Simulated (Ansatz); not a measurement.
## Ansatz (development build ahead of 0.2.0) run

```yaml
crystal:
  periodic: [false, false, false]
  atoms:
    - { symbol: C, position_ang: [0.9139, 0.0, 0.0] }
    - { symbol: C, position_ang: [0.232, 1.11849, 0.0] }
    - { symbol: C, position_ang: [-1.04245, 1.11325, 0.0] }
    - { symbol: C, position_ang: [-1.69108, 0.0, 0.0] }
    - { symbol: C, position_ang: [-1.04245, -1.11325, 0.0] }
    - { symbol: C, position_ang: [0.232, -1.11849, 0.0] }
    - { symbol: C, position_ang: [2.20937, 0.0, 0.0] }
    - { symbol: H, position_ang: [0.73242, 1.99109, 0.0] }
    - { symbol: H, position_ang: [-1.54439, 1.98463, 0.0] }
    - { symbol: H, position_ang: [-2.69611, 0.0, 0.0] }
    - { symbol: H, position_ang: [-1.54439, -1.98463, 0.0] }
    - { symbol: H, position_ang: [0.73242, -1.99109, 0.0] }
    - { symbol: H, position_ang: [2.72612, -0.86154, 0.0] }
    - { symbol: H, position_ang: [2.72612, 0.86154, 0.0] }
basis:
  gaussian: { orbitals: def2-SVP }
magnetization:
  spin_polarized: true
  initial_magnetization: 1
hamiltonian:
  xc: hf
```

The input is written out in the form of the current development build from the run's settings.

Output:

| Quantity | Value |
| --- | --- |
| Converged | yes |
| Total energy | -268.80168 hartree |
| Spin squared of the determinant | 1.005 |

Caution: the unrestricted determinant is spin contaminated.
